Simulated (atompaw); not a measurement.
# K: PAW (atompaw) pseudisation with PBE, scalar-relativistic reference atom.

potassium, PAW, made with atompaw 4.2.0.5 (PBE, scalar-relativistic). Core [Ne] 3s2, reference 3p6 3d0.5 4s0.5 4p0. Waves: 4s (bound): rc 3.00 bohr; 4s channel at 1.6 Ry: rc 3.00 bohr; 3p (bound): rc 2.20 bohr; 4p (bound, empty): rc 3.00 bohr; 3d (bound): rc 3.00 bohr; 3d channel at 2.55 Ry: rc 3.00 bohr. Local part: troulliermartins scheme with l = 3 at 0 Ry, radius 2.10 bohr. Core correction: smooth core density matched at 2.20 bohr. Augmentation charge: besselshape compensation charge, radius 2.80 bohr; PAW radius 3.00 bohr; waves and projectors: custom polynom vanderbiltortho.

All-electron outer shells of the reference configuration (PBE, scalar-relativistic, ld1.x):

| shell | level (eV) | outermost node (bohr) | outermost maximum (bohr) |
| --- | --- | --- | --- |
| 2p | -281.15 | – | 0.26 |
| 3s | -36.35 | 0.48 | 1.08 |
| 3p | -19.82 | 0.45 | 1.15 |
| 4s | -2.87 | 1.58 | 3.93 |
| 4p | -1.26 | 1.86 | 5.64 |
| 3d | -0.38 | – | 7.81 |

Q: Does the generator finish with these settings?

A: Yes, a potential is produced.

Q: Estimate the cutoffs (Ry, on a coarse ladder) from which the occupation-weighted sum of valence levels, in a spherical-Bessel basis at the reference potential, stays within 10 and 1 mRy of its value at 400 Ry.

A: 15 Ry and 30 Ry.

Q: What does a ghost test show?

A: Ghost state, extra bound levels that the all-electron valence spectrum of the same l lacks: s at -49.9 eV. A true bound ghost makes a file unfit for plane-wave use. The logarithmic derivative shows an extra or strongly shifted pseudo pole above the reference energy (p near 1.10 Ry).

Q: Is the overlap operator S = 1 + Σ q|β⟩⟨β| positive definite (Bessel basis up to 400 Ry)?

A: Yes: its lowest eigenvalue is 0.28 (s channel).

Q: Which valence shell sets the plane-wave cutoff?

A: 3p: its level needs 15 Ry to come within 1 mRy, against 8 Ry for 3d.
